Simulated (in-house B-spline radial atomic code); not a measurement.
Relativistic effects in the cobalt ion Co⁵⁺, [Ar] 3d4: non-relativistic Hartree-Fock (point nucleus) against Dirac-Hartree-Fock (Fermi nucleus of rms radius 3.7875 fm), both averages of the configuration, computed with an all-electron radial atomic-structure program (B-spline basis).

| orbital | ε NR (Eh) | ε Dirac (Eh) | <r> NR (bohr) | <r> Dirac (bohr) | change of <r> (%) |
| --- | --- | --- | --- | --- | --- |
| 1s1/2 | -286.38 | -289.22 | 0.05688 | 0.05616 | -1.3 |
| 2s1/2 | -38.254 | -38.856 | 0.2572 | 0.2538 | -1.3 |
| 2p1/2 | -33.5 | -33.983 | 0.2256 | 0.2223 | -1.5 |
| 2p3/2 | -33.5 | ? | 0.2256 | ? | ? |
| 3s1/2 | -7.6345 | ? | 0.7574 | ? | ? |
| 3p1/2 | -6.0643 | -6.1379 | 0.781 | 0.773 | -1.0 |
| 3p3/2 | -6.0643 | -6.0594 | 0.781 | 0.7804 | -0.1 |
| 3d3/2 | -3.7651 | -3.7528 | 0.8229 | 0.8238 | +0.1 |
| 3d5/2 | -3.7651 | -3.7433 | 0.8229 | 0.8262 | +0.4 |

Question: What happens to 2p3/2?

Answer: Its energy goes to -33.431 hartree and <r> to 0.2253 bohr (-0.13 %).

Question: What happens to 3s1/2?

Answer: Its energy goes to -7.7372 hartree and <r> to 0.7497 bohr (-1.02 %).

Question: What explains the pattern of contraction and expansion?

Answer: Expansion is seen in 3d3/2, 3d5/2. The s and p1/2 orbitals contract directly, screen the nucleus better, and so push out orbitals that have little density near the nucleus; spin-orbit coupling adds to this for j = l + 1/2 and opposes it for j = l - 1/2.

Question: By how much does the total energy change?

Answer: By -10.72 hartree, from -1374.514 to -1385.234.
